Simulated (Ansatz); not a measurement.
`NC[O][InH2]` and `NCOC=[Se]` differ in one atom or group.

Ansatz, PBE0-D4/def2-TZVP geometries, multiplicity 1. Each molecule was computed in one conformer, which needn't be the lowest.

Elements past krypton have def2 core potentials. Scalar relativity is left out up to krypton.

```csv
property,`NC[O][InH2]`
LUMO energy (B3LYP/def2-TZVPP) / eV,-1.88
HOMO energy (PBE/def2-TZVPP) / eV,-5.55
HOMO–LUMO gap (PBE/def2-TZVPP) / eV,3.28
HOMO–LUMO gap (PBE0/def2-TZVPP) / eV,5.35
LUMO energy (PBE0/def2-TZVPP) / eV,-1.59
HOMO–LUMO gap (B3LYP/def2-TZVPP) / eV,4.85
```

Problem. What does the change do to each property? (Best estimate.)

Solution. Ansatz gave: 
```csv
property,`NCOC=[Se]`,shift
LUMO energy (B3LYP/def2-TZVPP) / eV,-1.79,0.09
HOMO energy (PBE/def2-TZVPP) / eV,-5.03,0.52
HOMO–LUMO gap (PBE/def2-TZVPP) / eV,2.60,-0.68
HOMO–LUMO gap (PBE0/def2-TZVPP) / eV,4.62,-0.73
LUMO energy (PBE0/def2-TZVPP) / eV,-1.58,0.01
HOMO–LUMO gap (B3LYP/def2-TZVPP) / eV,4.17,-0.68
```

B3LYP here is the variant with VWN-RPA as its local correlation; programs differ in this.

Spin–orbit coupling is left out; it splits and shifts lone-pair levels of the heavy atoms by tenths of an eV.
